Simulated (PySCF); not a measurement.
## Where the electron goes

Compound: C4H14B2S.
Structure used (PBE0-D3(BJ)/def2-SVP), in Å, numbered top down from 1:
```
atom  x, y, z in Å
C1     2.3353    1.0800    1.4553
B2     1.4050    0.3148    0.4330
C3     2.0469   -0.0277   -0.9756
B4    -0.1553   -0.1224    0.9588
S5    -1.1258   -1.0181   -0.4572
C6    -1.5230    0.3026   -1.6121
C7    -2.7581   -1.3300    0.2339
H8     1.8013    1.6621    2.2211
H9     3.1105    1.7090    0.9853
H10    2.8804    0.2810    1.9974
H11    1.5480   -0.8173   -1.5610
H12    3.1238   -0.2599   -0.9149
H13    1.9878    0.9065   -1.5702
H14   -0.8992    0.7737    1.3457
H15   -0.0474   -1.0215    1.7907
H16   -0.5762    0.6159   -2.0703
H17   -2.2050   -0.0670   -2.3900
H18   -1.9639    1.1483   -1.0655
H19   -3.4334   -1.7182   -0.5412
H20   -3.1509   -0.4054    0.6800
H21   -2.6250   -2.0830    1.0216
```

Method used: TDDFT B3LYP/def2-SVPD, vertical, gas phase, core orbitals frozen in the response in PySCF 2.14.0, density-fitted response routines.

Frontier orbitals with the atoms that hold most of them (Löwdin shares over 4%, at most four atoms; ? is withheld):

```json
{"orbital": "LUMO+2", "ε (eV)": "0.12", "atoms": "S5 40%, C7 12%, C6 9%, H19 6%"}
{"orbital": "LUMO+1", "ε (eV)": "0.03", "atoms": "S5 20%, B2 16%, C6 9%, H17 8%"}
{"orbital": "LUMO", "ε (eV)": "-0.10", "atoms": "?"}
{"orbital": "HOMO", "ε (eV)": "-6.40", "atoms": "B4 31%, B2 29%, C3 9%, C1 8%"}
{"orbital": "HOMO-1", "ε (eV)": "-7.45", "atoms": "?"}
{"orbital": "HOMO-2", "ε (eV)": "-7.94", "atoms": "B4 20%, B2 15%, C1 14%, H15 13%"}
{"orbital": "HOMO-3", "ε (eV)": "-8.33", "atoms": "S5 20%, B4 19%, H15 13%, B2 10%"}
```

(1) Give the leading atoms of the LUMO.

(2) Give the leading atoms of the HOMO-1.

(3) The HOMO–LUMO gap is 6.31 eV. Where does the response calculation put the lowest singlet, and from which orbitals?

Answers

(1) B2 (bonded to B and 2 C) 27%; B4 (bonded to B, S and 2 H) 12%; S5 (bonded to B and 2 C) 12%; C3 (bonded to B and 3 H) 8%. By element: boron 39%, sulfur 12%, carbon 8% or more.

(2) S5 (bonded to B and 2 C) 32%; B4 (bonded to B, S and 2 H) 16%; H14 (bonded to B) 13%; C1 (bonded to B and 3 H) 9%.

(3) S1 is at 5.00 eV (f = 0.0028), 1.30 eV below the gap, made of HOMO→LUMO (70%), HOMO→LUMO+1 (24%). 

Next come S2 at 5.69 eV (f 0.0078), HOMO→LUMO+1 (66%), HOMO→LUMO+2 (18%), HOMO→LUMO (14%); S3 at 5.74 eV (f 0.050), HOMO→LUMO+2 (74%), HOMO→LUMO (14%); S4 at 6.18 eV (f 0.0064), HOMO→LUMO+3 (94%); S5 at 6.21 eV (f 0.0037), HOMO-1→LUMO (56%), HOMO-1→LUMO+1 (18%), HOMO-2→LUMO (13%).

One conformer stands for the species.
